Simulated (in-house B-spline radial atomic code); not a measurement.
Configurations of neutral cadmium, with energies counted from [Kr] 4d10 5s2. Method: scalar-relativistic (X2C) LDA PW92, spin-polarised, spherical fractional occupations, Fermi nucleus of rms radius 4.6087 fm. Calculated with a B-spline radial code for spherical atoms. Shells without spins written out take the highest spin.

Occupations are held fixed; configurations that lie above the ionisation limit could autoionise.

```tsv
configuration	E - E(ref) (eV)	highest orbital	its <r> (bohr)
[Kr] 4d10 5s1 6s1	6.6453	6s up	7.891
[Kr] 4d10 5s(1 up, 0 down) 6d(1 up, 0 down)	8.3502	6d up	18.06
[Kr] 4d9 5s2 6s1	15.106	6s up	7.616
[Kr] 4d9 5s2 5f1	17.337	5f up	29.07
[Ar] 3d10 4s2 4p5 4d10 5s2 6s1	71.119	6s up	7.602
[Ar] 3d10 4s2 4p(3 up, 2 down) 4d10 5s2 6p(0 up, 1 down)	71.986	6p down	10.01
[Ar] 3d9 4s2 4p6 4d10 5s2 5d1	410.04	5d up	8.901
```

Order these further configurations by energy, lowest first.
A. [Ar] 3d(5 up, 4 down) 4s2 4p6 4d10 5s2 6p(1 up, 0 down)
B. [Ar] 3d10 4s2 4p(2 up, 3 down) 4d10 5s2 5p(1 up, 0 down)
C. [Ar] 3d9 4s2 4p6 4d10 5s2 6d1
D. [Ar] 3d9 4s2 4p6 4d10 5s2 6s1
E. [Ar] 3d10 4s2 4p5 4d10 5s2 5p1

E (68.283 eV), B (68.307 eV), D (408.93 eV), A (409.79 eV), C (410.72 eV).

How far above the reference does [Ar] 3d10 4s2 4p5 4d10 5s2 5d1 lie?

72.227 eV; its least bound orbital is 5d up with <r> = 8.924 bohr.

How far above the reference does [Ar] 3d9 4s2 4p6 4d10 5s2 5p1 lie?

406.11 eV; its least bound orbital is 5p up with <r> = 3.666 bohr.
